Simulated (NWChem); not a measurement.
Molecule: BSiNH6O2; SMILES [SiH2](N)B(O)O

```xyz
11

Si    -0.7319     0.9231    -0.1062
N      0.7949     1.7772     0.2002
B     -0.0496    -0.9871    -0.0055
O     -0.7988    -2.1134     0.0756
O      1.3069    -1.0513    -0.0535
H     -1.8539     1.3123     0.8122
H     -1.1426     1.3289    -1.4886
H      0.9117     2.6875    -0.2370
H      1.0664     1.8606     1.1777
H     -0.2429    -2.9038     0.0825
H      1.6505    -0.1387    -0.1101
```
Atoms are numbered in this order, from 1.

Computed with NWChem. Structure relaxed at the PBE0/def2-SVP level. Vzz is the largest principal value of the second derivative of the potential at the nucleus (NWChem prints the opposite sign); η is the asymmetry. Non-relativistic.

For level CAM-B3LYP/def2-TZVP:

```
Property       Result
-------------  ------
Vzz B3 (a.u.)   0.357
```

What are these values for level PBE/def2-SVP?


| Quantity | Result |
|---|---|
| Vzz B3 (a.u.) | 0.279 |
